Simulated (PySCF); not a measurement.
Cl₄Zr, singlet, geometry from GFN2-xTB (such geometries of metal compounds can be far from the true shape) (core potentials on Zr); DF-M062X/def2-SV(P) in PySCF.

The PySCF input:
```python
from pyscf import gto, scf, dft

mol = gto.M(
    atom='''
Zr   -0.00000000    0.00000000    0.00000000
Cl    1.79919529   -0.56519177   -1.22978742
Cl    0.64651622    0.46587134    2.10568355
Cl   -0.98544887    1.81277582   -0.90092002
Cl   -1.46026264   -1.71345538    0.02502389
''',
    basis='def2-sv(p)',
    ecp={'Zr': 'def2-sv(p)'},
    verbose=4,
)

mf = dft.RKS(mol)
mf.xc = 'm062x'
mf.grids.radi_method = dft.radi.gauss_chebyshev
mf = mf.density_fit(auxbasis='def2-universal-jkfit')
mf.kernel()
mf.analyze()
```

### Question
Write the output that PySCF gives for this input, abridged.

### Answer

```
PySCF version 2.14.0

[INPUT] verbose = 4
[INPUT] num. atoms = 5
[INPUT] num. electrons = 80
[INPUT] charge = 0
[INPUT] spin (= nelec alpha-beta = 2S) = 0
[INPUT] symmetry False subgroup None
[INPUT] Mole.unit = angstrom
[INPUT] Symbol           X                Y                Z      unit          X                Y                Z       unit  Magmom
[INPUT]  1 Zr     0.000000000000   0.000000000000   0.000000000000 AA    0.000000000000   0.000000000000   0.000000000000 Bohr   0.0
[INPUT]  2 Cl     1.799195290000  -0.565191770000  -1.229787420000 AA    3.399986342707  -1.068057653158  -2.323961415235 Bohr   0.0
[INPUT]  3 Cl     0.646516220000   0.465871340000   2.105683550000 AA    1.221738590889   0.880369241884   3.979165214502 Bohr   0.0
[INPUT]  4 Cl    -0.985448870000   1.812775820000  -0.900920020000 AA   -1.862228474062   3.425649825034  -1.702492097938 Bohr   0.0
[INPUT]  5 Cl    -1.460262640000  -1.713455380000   0.025023890000 AA   -2.759496459534  -3.237961394863   0.047288298671 Bohr   0.0

nuclear repulsion = 441.37231058608
number of shells = 42
number of NR pGTOs = 194
number of NR cGTOs = 96
basis = def2-sv(p)
ecp = {'Zr': 'def2-sv(p)'}

******** <class 'pyscf.df.df_jk.DFRKS'> ********
method = DFRKS
initial guess = minao
damping factor = 0
level_shift factor = 0
DIIS = <class 'pyscf.scf.diis.CDIIS'>
diis_start_cycle = 1
diis_space = 8
diis_damp = 0
SCF conv_tol = 1e-09
SCF conv_tol_grad = None
SCF max_cycles = 50
direct_scf = False
XC library pyscf.dft.libxc version 7.1.2
    S. Lehtola, C. Steigemann, M. J. T. Oliveira, and M. A. L. Marques,  SoftwareX 7, 1–5 (2018)
XC functionals = m062x
    Y. Zhao and D. G. Truhlar,  Theor. Chem. Acc. 120, 215 (2008)
    Y. Zhao and D. G. Truhlar,  Theor. Chem. Acc. 120, 215 (2008)
radial grids: Gauss-Chebyshev [JCP 108, 3226 (1998); DOI:10.1063/1.475719) radial grids
becke partition: Becke, JCP 88, 2547 (1988); DOI:10.1063/1.454033
pruning grids: <function nwchem_prune>
grids dens level: 3
symmetrized grids: False
atomic radii adjust function: <function treutler_atomic_radii_adjust>
small_rho_cutoff = 0
Set gradient conv threshold to 3.16228e-05
Initial guess from minao.
tot grids = 94616
******** <class 'pyscf.df.df.DF'> ********
auxbasis = def2-universal-jkfit
init E= -1881.60551331344
  HOMO = -0.574652950480873  LUMO = -0.377790966855195  gap/eV = 5.35689
cycle= 1 E= -1887.23282849117  delta_E= -5.63  |g|= 0.828  |ddm|=  4.2
  HOMO = -0.371176286962301  LUMO = 0.0247146802810915  gap/eV = 10.77274
cycle= 2 E= -1887.17574860289  delta_E= 0.0571  |g|= 0.887  |ddm|= 2.13
  HOMO = -0.393618270806455  LUMO = -0.0482846569736834  gap/eV = 9.39701
cycle= 3 E= -1887.42191968071  delta_E= -0.246  |g|= 0.0954  |ddm|=  1.2
  HOMO = -0.408958283880236  LUMO = -0.0537379903779164  gap/eV = 9.66604
cycle= 4 E= -1887.42418994402  delta_E= -0.00227  |g|= 0.0217  |ddm|= 0.146
  HOMO = -0.406209095123872  LUMO = -0.0517356164735257  gap/eV = 9.64571
cycle= 5 E= -1887.42431263456  delta_E= -0.000123  |g|= 0.00351  |ddm|= 0.0292
  HOMO = -0.406574503710754  LUMO = -0.0516616347638916  gap/eV = 9.65767
cycle= 6 E= -1887.42431644368  delta_E= -3.81e-06  |g|= 0.000812  |ddm|= 0.00411
  HOMO = -0.406575383338703  LUMO = -0.0517763333760435  gap/eV = 9.65457
cycle= 7 E= -1887.42431678037  delta_E= -3.37e-07  |g|= 6.46e-05  |ddm|= 0.00177
  HOMO = -0.406577795792865  LUMO = -0.0517666829653609  gap/eV = 9.65490
cycle= 8 E= -1887.42431678607  delta_E= -5.7e-09  |g|= 1.04e-05  |ddm|= 0.000237
  HOMO = -0.406577267664221  LUMO = -0.0517645298961805  gap/eV = 9.65495
cycle= 9 E= -1887.42431678614  delta_E= -6.91e-11  |g|= 5.7e-06  |ddm|= 2.97e-05
  HOMO = -0.406577608546853  LUMO = -0.0517642263558638  gap/eV = 9.65496
Extra cycle  E= -1887.42431678615  delta_E= -1e-11  |g|= 5.11e-06  |ddm|= 1.43e-05
converged SCF energy = -1887.42431678615
**** SCF Summaries ****
Total Energy =                       -1887.424316786153440
Nuclear Repulsion Energy =             441.372310586079720
One-electron Energy =                -3499.389921584107014
Two-electron Energy =                 1170.593294211874081
Two-electron Coulomb Energy =         1289.529203725943034
DFT Exchange-Correlation Energy =     -118.935909514068868
HOMO-LUMO gap [eV] =                     9.654963907860795
**** MO energy ****
MO #1   energy= -102.659745041285  occ= 2
MO #2   energy= -102.659704503865  occ= 2
MO #3   energy= -102.659682553831  occ= 2
MO #4   energy= -102.659669668866  occ= 2
MO #5   energy= -9.83178602539912  occ= 2
MO #6   energy= -9.83176934658804  occ= 2
MO #7   energy= -9.83174737080354  occ= 2
MO #8   energy= -9.83173737543985  occ= 2
MO #9   energy= -7.55554585066132  occ= 2
MO #10  energy= -7.55553392119197  occ= 2
MO #11  energy= -7.55551473312849  occ= 2
MO #12  energy= -7.55550094715779  occ= 2
MO #13  energy= -7.55341759423724  occ= 2
MO #14  energy= -7.55341349985711  occ= 2
MO #15  energy= -7.55340355152263  occ= 2
MO #16  energy= -7.55340085840041  occ= 2
MO #17  energy= -7.55338131972412  occ= 2
MO #18  energy= -7.55337483589991  occ= 2
MO #19  energy= -7.55336982406458  occ= 2
MO #20  energy= -7.55336640853028  occ= 2
MO #21  energy= -2.33367311978173  occ= 2
MO #22  energy= -1.44452017323162  occ= 2
MO #23  energy= -1.44451582469362  occ= 2
MO #24  energy= -1.44451182475474  occ= 2
MO #25  energy= -0.936098309268264 occ= 2
MO #26  energy= -0.92115132856611  occ= 2
MO #27  energy= -0.921139519059219 occ= 2
MO #28  energy= -0.921128504225616 occ= 2
MO #29  energy= -0.471071998482515 occ= 2
MO #30  energy= -0.47063448988336  occ= 2
MO #31  energy= -0.470630876749417 occ= 2
MO #32  energy= -0.470615744651052 occ= 2
MO #33  energy= -0.457047502033725 occ= 2
MO #34  energy= -0.45704164756027  occ= 2
MO #35  energy= -0.431726346555033 occ= 2
MO #36  energy= -0.431714703857584 occ= 2
MO #37  energy= -0.431712500717684 occ= 2
MO #38  energy= -0.406590471543936 occ= 2
MO #39  energy= -0.406581231093364 occ= 2
MO #40  energy= -0.406577608546853 occ= 2
MO #41  energy= -0.0517642263558638 occ= 0
MO #42  energy= -0.0517499521736019 occ= 0
MO #43  energy= -0.0278480978135178 occ= 0
MO #44  energy= -0.0278409169436652 occ= 0
MO #45  energy= -0.0278352802748314 occ= 0
MO #46  energy= -0.00047277790161563 occ= 0
MO #47  energy= 0.0424108891688493 occ= 0
MO #48  energy= 0.0424148718509174 occ= 0
Dipole moment(X, Y, Z, Debye): -0.00012, -0.00100,  0.00002
```
